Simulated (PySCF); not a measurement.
Input of a response calculation (the driver script's job line, then coordinates in Å):

```
{"job": {"kind": "uv", "xc": "wB97X-D", "basis": "def2-SVPD", "nstates": 8, "ntriplets": 3}, "charge": 0, "multiplicity": 1}
C      2.155344    -0.113539    -0.836298
C      0.769979     0.159553    -0.363751
C      0.312052     1.222191     0.290852
F      1.052549     2.279748     0.685741
C     -1.155202     1.197290     0.606344
C     -1.569459    -0.161599     0.073636
C     -0.936433    -1.357131     0.715473
C     -0.351220    -0.798761    -0.554601
H      2.160379    -0.279342    -1.913359
H      2.809149     0.722846    -0.602973
H      2.542764    -1.012947    -0.357793
H     -1.680292     2.012691     0.102413
H     -1.331904     1.300567     1.679644
H     -2.552362    -0.258913    -0.361772
H     -0.385706    -1.218627     1.633599
H     -1.463274    -2.297228     0.653686
H     -0.383363    -1.384767    -1.460753
```

Output:

```
coarse grid: 14272 points
cycle   1  E = -371.4850703334  dE =  1.649e+00  |g| = 4.525e-01  |ddm| = 7.700e+00
cycle   2  E = -371.4976025554  dE = -1.253e-02  |g| = 4.433e-01  |ddm| = 1.410e+00
cycle   3  E = -371.5300745688  dE = -3.247e-02  |g| = 5.309e-02  |ddm| = 6.390e-01
cycle   4  E = -371.5306420329  dE = -5.675e-04  |g| = 1.982e-02  |ddm| = 1.590e-01
cycle   5  E = -371.5307361461  dE = -9.411e-05  |g| = 5.250e-03  |ddm| = 7.231e-02
cycle   6  E = -371.5307430276  dE = -6.881e-06  |g| = 1.371e-03  |ddm| = 1.625e-02
final grid: 138408 points
cycle   7  E = -371.5872872571  dE = -1.570e-04  |g| = 8.370e-03  |ddm| = 3.242e-01
cycle   8  E = -371.5872858034  dE =  1.454e-06  |g| = 9.620e-03  |ddm| = 4.334e-02
cycle   9  E = -371.5873025564  dE = -1.675e-05  |g| = 6.397e-04  |ddm| = 1.469e-02
cycle  10  E = -371.5873026467  dE = -9.031e-08  |g| = 3.929e-04  |ddm| = 4.046e-03
cycle  11  E = -371.5873026856  dE = -3.885e-08  |g| = 6.011e-05  |ddm| = 1.204e-03
cycle  12  E = -371.5873026867  dE = -1.173e-09  |g| = 1.768e-05  |ddm| = 2.552e-04
cycle  13  E = -371.5873026868  dE = -1.032e-10  |g| = 8.415e-06  |ddm| = 8.736e-05
converged SCF energy = -371.5873026868

Static polarisability (au): isotropic 75.991, principal 62.285 78.873 86.816

Singlet excitations
state   eV       nm        f      main configurations
  1   6.5386    189.6   0.00548   H->L 0.79
  2   6.5806    188.4   0.16766   H->L+1 0.89
  3   7.1626    173.1   0.00917   H->L+2 0.74, H->L+3 0.10
  4   7.3868    167.8   0.00710   H->L+3 0.80, H->L+2 0.13
  5   7.5613    164.0   0.01128   H->L+4 0.81
  6   7.8986    157.0   0.03275   H-1->L+1 0.74, H-1->L 0.17
  7   8.1506    152.1   0.03557   H->L+7 0.71, H->L+5 0.08
  8   8.3605    148.3   0.00605   H-1->L+2 0.45, H-1->L 0.34, H-1->L+1 0.11

Triplet excitations (Tamm-Dancoff, eV): 4.3081 6.4854 7.0646
```

Method used: PySCF, TDDFT wB97X-D/def2-SVPD, vertical, gas phase, core orbitals frozen in the response. Geometry: GFN2-xTB; no solvent, vibrations or thermal averaging.

Question: Give the mean polarisability in Å³.

Answer: 75.99 au × 0.148185 = 11.26 Å³.

Question: Give the energy of state 7 in hartree, cm⁻¹ and kJ/mol.

Answer: 0.29953 hartree, 65739 cm⁻¹, 786.4 kJ/mol.

Question: How many basis functions and electrons does this run hold?

Answer: 235 basis functions for 60 electrons in 30 doubly occupied orbitals.

Question: What transition dipole goes with state 2?

Answer: |μ|² = 3f / (2ΔE) = 3 × 0.1677 / (2 × 0.2418) = 1.040 au, so |μ| = 2.59 D.

Question: Which orbital energies lie behind H and L?

Answer: HOMO -8.20 eV and LUMO 2.38 eV, a gap of 10.59 eV; state 1 differs from that by -4.05 eV.

Question: Write the structure that the coordinates describe.

Answer: `CC1[C@@H]2[C@H](CC=1F)C2` (C7H9F), point group C1.

The SCF starts on a coarse grid; the energy jumps when the final grid takes over, and dE counts afresh there. H and L stand for HOMO and LUMO.

wB97X-D is run here without its empirical dispersion term; that term would change no orbital, density or response property at a fixed geometry.
